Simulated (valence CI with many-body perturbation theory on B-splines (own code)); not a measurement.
Rh39+: E2, E3, M1, M2 decay

Calculated by configuration interaction combined with many-body perturbation theory (CI+MBPT): four valence electrons over a frozen Dirac-Fock core [He], radial functions for each j: 11 s, 11 p, 9 d, 7 f, 5 g, 2 h, 1 i, with the one-electron correlation potential Σ1, the two-electron term Σ2, the three-electron term Σ3, Breit, model QED; selected CI, second order for the rest (own B-spline code, finite nucleus).

No measured spectrum was set against this ion. As an estimate, large intervals hold to a few tenths of a per cent, small ones and those within an open d or f shell to about a per cent. Among the levels kept, up to 270 cm⁻¹ of a level comes from second order outside the variational space, and about a tenth of that is noise between levels of different J, which matters for small intervals.

Lines 1 to 43 of 43 in falling wavelength, among levels below 3806.0 eV, chosen from the decays that carry over 1 % of a level's rate. Wavelengths and rates use the calculated energies. Electric multipoles are in the length gauge, E1 and E2 with the static RPA response of the core. S is in atomic units (e²a₀⁴ for E2 and M2, e²a₀⁶ for E3), for M1 in squared Bohr magnetons. Weak lines are less certain than strong ones. Lines between different terms over intervals too small for the method are left out, as are lines whose strength nearly cancels. The highest levels of a list are the least certain.

Levels are named by their leading jj configuration (3d3/2^4 stands for four electrons in 3d with j = 3/2), which in mixed levels can hold well under half, so a name can repeat and another be missing. Letters in brackets count levels of one name in rising energy.

| λ vac (nm) | Upper | Lower | Type | A (s⁻¹) | S (a.u.) |
| --- | --- | --- | --- | --- | --- |
| 93.30 | (2s^2 2p1/2 2p3/2) J=2 | (2s^2 2p1/2 2p3/2) J=1 | M1 | 6.84e+03 | 1.03e+00 |
| 8.658 | (2s^2 2p1/2 2p3/2) J=1 | (2s^2 2p1/2^2) J=0 | M1 | 2.02e+07 | 1.46e+00 |
| 8.119 | (2s^2 2p3/2^2) J=2 | (2s^2 2p1/2 2p3/2) J=2 | M1 | 1.81e+07 | 1.79e+00 |
| 7.923 | (2s^2 2p1/2 2p3/2) J=2 | (2s^2 2p1/2^2) J=0 | E2 | 1.31e+04 | 1.82e-04 |
| 7.469 | (2s^2 2p3/2^2) J=2 | (2s^2 2p1/2 2p3/2) J=1 | M1 | 1.90e+07 | 1.46e+00 |
| 6.269 | (2s^2 2p3/2^2) J=0 | (2s^2 2p1/2 2p3/2) J=1 | M1 | 5.71e+07 | 5.22e-01 |
| 0.4101 | (2s^2 2p3/2 3d5/2) J=4 | (2s 2p3/2^3) J=2 | E2 | 4.06e+08 | 3.79e-06 |
| 0.3936 | (2s^2 2p3/2 3d5/2) J=4 | (2s 2p1/2 2p3/2^2) J=2 [b] | E2 | 2.58e+08 | 1.96e-06 |
| 0.3876 | (2s^2 2p3/2 3d5/2) J=4 | (2s 2p1/2 2p3/2^2) J=3 | E2 | 5.22e+08 | 3.67e-06 |
| 0.3864 | (2s 2p1/2 2p3/2 3p3/2) J=4 | (2s 2p1/2 2p3/2^2) J=2 [b] | E2 | 2.13e+09 | 1.48e-05 |
| 0.3859 | (2s^2 2p3/2 3p1/2) J=2 | (2s^2 2p3/2^2) J=0 | E2 | 2.08e+10 | 7.95e-05 |
| 0.3844 | (2s^2 2p1/2 3p1/2) J=1 | (2s^2 2p1/2 2p3/2) J=2 | E2 | 6.57e+10 | 1.48e-04 |
| 0.3843 | (2s^2 2p3/2 3d5/2) J=4 | (2s 2p1/2 2p3/2^2) J=2 [a] | E2 | 1.26e+08 | 8.49e-07 |
| 0.3841 | (2s 2p1/2^2 3p1/2) J=0 | (2s 2p1/2^2 2p3/2) J=2 | E2 | 1.20e+11 | 8.93e-05 |
| 0.3828 | (2s^2 2p1/2 3p1/2) J=1 | (2s^2 2p1/2 2p3/2) J=1 | E2 | 6.34e+10 | 1.40e-04 |
| 0.3824 | (2s^2 2p3/2 3p1/2) J=1 | (2s^2 2p3/2^2) J=2 | E2 | 7.15e+10 | 1.57e-04 |
| 0.3821 | (2s^2 2p3/2 3p1/2) J=2 | (2s^2 2p3/2^2) J=2 | E2 | 8.75e+10 | 3.18e-04 |
| 0.3817 | (2s^2 2p1/2 3p1/2) J=0 | (2s^2 2p1/2 2p3/2) J=2 | E2 | 1.18e+11 | 8.52e-05 |
| 0.3806 | (2s 2p1/2 2p3/2 3p3/2) J=4 | (2s 2p1/2 2p3/2^2) J=3 | E2 | 2.98e+10 | 1.91e-04 |
| 0.3799 | (2s 2p1/2 2p3/2 3p3/2) J=0 [b] | (2s 2p1/2 2p3/2^2) J=2 [b] | E2 | 5.31e+10 | 3.75e-05 |
| 0.3782 | (2s^2 2p3/2 3p3/2) J=3 | (2s^2 2p3/2^2) J=2 | E2 | 4.15e+10 | 2.01e-04 |
| 0.3781 | (2s^2 2p3/2 3p3/2) J=1 | (2s^2 2p3/2^2) J=2 | E2 | 4.96e+10 | 1.03e-04 |
| 0.3780 | (2s 2p1/2^2 3p3/2) J=2 | (2s 2p1/2^2 2p3/2) J=2 | E2 | 4.40e+10 | 1.52e-04 |
| 0.3779 | (2s^2 2p1/2 3p3/2) J=2 | (2s^2 2p1/2 2p3/2) J=2 | E2 | 4.32e+10 | 1.49e-04 |
| 0.3774 | (2s 2p1/2 2p3/2 3p3/2) J=4 | (2s 2p1/2 2p3/2^2) J=2 [a] | E2 | 1.49e+09 | 9.14e-06 |
| 0.3769 | (2s^2 2p1/2 3p3/2) J=1 | (2s^2 2p1/2 2p3/2) J=1 | E2 | 3.12e+10 | 6.36e-05 |
| 0.3764 | (2s^2 2p1/2 3p3/2) J=2 | (2s^2 2p1/2 2p3/2) J=1 | E2 | 1.98e+10 | 6.68e-05 |
| 0.3745 | (2s^2 2p3/2 3p3/2) J=0 | (2s^2 2p3/2^2) J=2 | E2 | 1.37e+11 | 9.00e-05 |
| 0.3742 | (2s 2p1/2 2p3/2 3d5/2) J=5 | (2s 2p1/2 2p3/2^2) J=3 | M2 | 1.31e+09 | 9.45e-06 |
| 0.3714 | (2s^2 2p3/2 3d5/2) J=4 | (2s^2 2p3/2^2) J=2 | M2 | 1.22e+09 | 6.90e-06 |
| 0.3712 | (2s 2p1/2 2p3/2 3p3/2) J=0 [b] | (2s 2p1/2 2p3/2^2) J=2 [a] | E2 | 2.44e+10 | 1.54e-05 |
| 0.3686 | (2s^2 2p3/2 3d5/2) J=4 | (2s 2p1/2^2 2p3/2) J=2 | E2 | 8.88e+08 | 4.86e-06 |
| 0.3623 | (2s 2p1/2 2p3/2 3p3/2) J=4 | (2s 2p1/2^2 2p3/2) J=2 | E2 | 7.16e+10 | 3.59e-04 |
| 0.3614 | (2s^2 2p3/2 3p3/2) J=3 | (2s^2 2p1/2 2p3/2) J=2 | E2 | 3.07e+10 | 1.18e-04 |
| 0.3613 | (2s 2p1/2 2p3/2 3p3/2) J=1 [d] | (2s 2p1/2^2 2p3/2) J=1 | E2 | 5.43e+10 | 8.95e-05 |
| 0.3613 | (2s^2 2p3/2 3p3/2) J=1 | (2s^2 2p1/2 2p3/2) J=2 | E2 | 4.76e+10 | 7.84e-05 |
| 0.3607 | (2s^2 2p1/2 3p3/2) J=2 | (2s^2 2p1/2^2) J=0 | E2 | 5.69e+10 | 1.55e-04 |
| 0.3600 | (2s^2 2p3/2 3p3/2) J=3 | (2s^2 2p1/2 2p3/2) J=1 | E2 | 3.83e+10 | 1.45e-04 |
| 0.3580 | (2s^2 2p3/2 3p3/2) J=0 | (2s^2 2p1/2 2p3/2) J=2 | E2 | 6.83e+10 | 3.59e-05 |
| 0.3565 | (2s 2p1/2 2p3/2 3d5/2) J=5 | (2s 2p1/2^2 2p3/2) J=2 | E3 | 1.46e+08 | 3.73e-05 |
| 0.3551 | (2s^2 2p3/2 3d5/2) J=4 | (2s^2 2p1/2 2p3/2) J=2 | M2 | 3.68e+08 | 1.67e-06 |
| 0.3538 | (2s^2 2p3/2 3d5/2) J=4 | (2s^2 2p1/2 2p3/2) J=1 | E3 | 9.13e+07 | 1.81e-05 |
| 0.3448 | (2s 2p1/2 2p3/2 3d3/2) J=4 | (2s^2 2p1/2 2p3/2) J=2 | E2 | 8.58e+10 | 3.36e-04 |
